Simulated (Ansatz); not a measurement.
The cluster B13, relaxed as a doublet with UKS PBE-D4/def2-SVP in Ansatz, starting from the GFN2-xTB geometry. Force threshold 0.03 eV/Å.

Another isomer (doublet) lies 1.44 eV lower at PBE0-D4/def2-TZVP; other spin states weren't run for this one.

Start:

Cartesian coordinates in Å:
```
B 0.547 1.679 -0.530
B 0.739 -0.917 -1.305
B -1.825 0.439 -0.034
B -0.068 -1.623 -0.151
B -1.007 0.468 1.472
B 0.243 0.498 -1.806
B -0.659 1.653 0.488
B -1.351 -0.972 0.498
B 1.802 -0.799 0.082
B -0.184 -0.815 1.818
B 1.180 -1.316 1.372
B -1.014 1.186 -1.158
B 1.595 0.519 -0.747
```

**Question.** Estimate the energy that the relaxation releases and the steps that it takes.

**Answer.** 1.16 eV, in 9 steps; 38 s on 4 threads of Arm Neoverse V1 on a shared host. No frequencies were taken in this run, so the end may be a saddle point.

**Question.** Does the start keep its bonding and symmetry?

**Answer.** By distances, no bond broke or formed. The bond that changes most is B4–B10, from 2.13 to 1.77 Å (atoms count from 1). Point group Cs at the start, Cs at the end, both within 0.05 Å.

**Question.** Predict the relaxed structure.

**Answer.** 
```xyz
13

B     0.518    1.716   -0.623
B     0.759   -0.901   -1.327
B    -1.864    0.500   -0.043
B     0.098   -1.537    0.076
B    -1.052    0.422    1.435
B     0.241    0.546   -1.836
B    -0.740    1.688    0.449
B    -1.408   -0.949    0.519
B     1.751   -0.892    0.101
B    -0.157   -0.936    1.724
B     1.321   -1.473    1.513
B    -1.040    1.335   -1.187
B     1.573    0.480   -0.801
```
Bond lengths: 26 × B–B 1.59 to 1.89 Å.
